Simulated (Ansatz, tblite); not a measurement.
Forces on SiH2Me(NHMe) (C2H9NSi) at its PBE-D4/def2-SVP geometry. The state is a singlet with charge 0.

The xTB rows come from tblite.

GFN1-xTB (tblite), largest force 1.34 eV/Å:

```xyz
13
positions Å, forces eV/Å
C    -1.517   -1.404   -0.741   -0.083   -0.067    0.034
C     1.151    1.606    0.896    0.814    1.035    0.236
N     0.099    0.636    0.648   -0.141   -1.238   -0.236
Si    0.178   -0.593   -0.593    1.003    0.156   -0.462
H     0.581    0.106   -1.868   -0.256   -0.343    0.758
H     1.208   -1.686   -0.361   -0.589    0.691   -0.070
H    -1.515   -2.166   -1.546   -0.220    0.277    0.338
H    -2.299   -0.652   -0.972    0.109   -0.460    0.081
H    -1.797   -1.918    0.202   -0.096    0.163   -0.443
H    -0.428    0.389    1.490    0.278    0.481   -0.156
H     1.992    1.234    1.532   -0.637    0.028   -0.311
H     1.597    1.928   -0.069   -0.239   -0.221    0.420
H     0.750    2.522    1.383    0.056   -0.501   -0.189
```

GFN2-xTB (tblite), largest force 0.91 eV/Å:

```
C -0.593 -0.270 0.061
C 0.293 0.338 -0.058
N 0.074 -0.366 -0.122
Si 0.823 0.398 -0.024
H -0.208 -0.231 0.564
H -0.390 0.438 -0.039
H -0.046 0.563 0.550
H 0.431 -0.582 0.142
H 0.076 0.325 -0.650
H 0.390 0.263 -0.396
H -0.576 0.041 -0.335
H -0.344 -0.339 0.514
H 0.071 -0.578 -0.208
```

PBE-D4/def2-TZVP (Ansatz), largest force 0.51 eV/Å:

```
C -0.127 -0.054 0.014
C 0.384 0.323 0.059
N -0.198 -0.351 -0.029
Si -0.023 0.114 0.090
H -0.032 -0.054 0.140
H -0.105 0.136 -0.005
H 0.005 0.200 0.205
H 0.210 -0.202 0.054
H 0.071 0.134 -0.245
H 0.157 0.077 -0.210
H -0.263 0.056 -0.180
H -0.147 -0.110 0.243
H 0.068 -0.268 -0.136
```
